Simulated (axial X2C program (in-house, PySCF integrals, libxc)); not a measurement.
**TcBr⁺: from the spin-free to the two-component result**

All values were computed with an in-house relativistic program for diatomic molecules. Spin-free means the one-electron spin-free X2C Hamiltonian; two-component (2c) means X2C with spin–orbit coupling and atomic mean-field two-electron Coulomb and Gaunt terms, so the difference of the two also holds small scalar two-electron terms. Basis: Tc dyall-cv3z [12s12p8d5f3g], Br dyall-cv3z [8s9p6d4f1g] (cores contracted in-house); Gaussian nuclei, density fitting, unrestricted open shells. Masses: Tc 98.907 u, Br 78.918 u.

Spin-free state: M_S = 5/2, Λ = 0 (beyond evenly filled blocks: σα, π+α, π-α, δ+α, δ-α); fragments Tc+ + Br.

```tsv
level	Re (Å)	ωe (cm⁻¹)	De (eV)	μ (D)
PBE0	2.321	319.4	3.133	-5.82
HF	2.423	289.4	1.254	-8.64
MP2	2.340	312.2	2.758	n/a
CCSD	2.351	310.6	2.601	n/a
CCSD(T)	2.347	311.6	2.759	n/a
LDA	2.280	333.7	4.275	-4.48
```

Correlated methods: 13 electrons correlated (number of frozen shells: Tc 4 s, 3 p, 1 d; Br 3 s, 2 p, 1 d), 297 virtual spin orbitals or spinors in MP2, 90 natural virtuals in coupled cluster.

Dipoles are positive if Br is the positive end and refer to the centre of mass.

Two-component determinant lowest at the distance of the search:

Ω = 5/2 (⟨Sz⟩ = 2.50, ⟨Lz⟩ = 0.00 at HF); fragments Tc+ + Br.

```json
{"level": "PBE0", "Re (Å)": "2.322", "ωe (cm⁻¹)": "318.5", "De (eV)": "3.034", "μ (D)": "-5.81"}
{"level": "HF", "Re (Å)": "2.425", "ωe (cm⁻¹)": "288.4", "De (eV)": "1.097", "μ (D)": "-8.63"}
{"level": "MP2", "Re (Å)": "2.341", "ωe (cm⁻¹)": "311.5", "De (eV)": "2.619", "μ (D)": "n/a"}
{"level": "CCSD", "Re (Å)": "2.352", "ωe (cm⁻¹)": "309.8", "De (eV)": "2.460", "μ (D)": "n/a"}
{"level": "CCSD(T)", "Re (Å)": "2.348", "ωe (cm⁻¹)": "310.9", "De (eV)": "2.620", "μ (D)": "n/a"}
{"level": "LDA", "Re (Å)": "2.281", "ωe (cm⁻¹)": "332.7", "De (eV)": "4.120", "μ (D)": "-4.46"}
```

From the two tables, how do the constants change at the CCSD(T) level (2c against spin-free)?

At the CCSD(T) level Re goes up by 0.001 Å and ωe drops by 0.7 cm⁻¹; De changes by -0.139 eV.

The state is one determinant whose occupation by symmetry is held fixed; it was picked as the lowest of a PBE0 search that is not exhaustive. Dissociation energies refer to the lowest single-determinant-based atoms at the same level and basis. Density functionals use the spin component along the axis (collinear). CCSD and (T) use frozen natural virtuals with an MP2 correction for the truncation; (T) itself is uncorrected, so its De runs slightly low. Without a current term, density functionals place determinants with orbital angular momentum somewhat too high. With several unpaired electrons one determinant need not be a pure state. This is the top spin component of a Σ state; components of lower Ω are not single determinants and can lie lower.
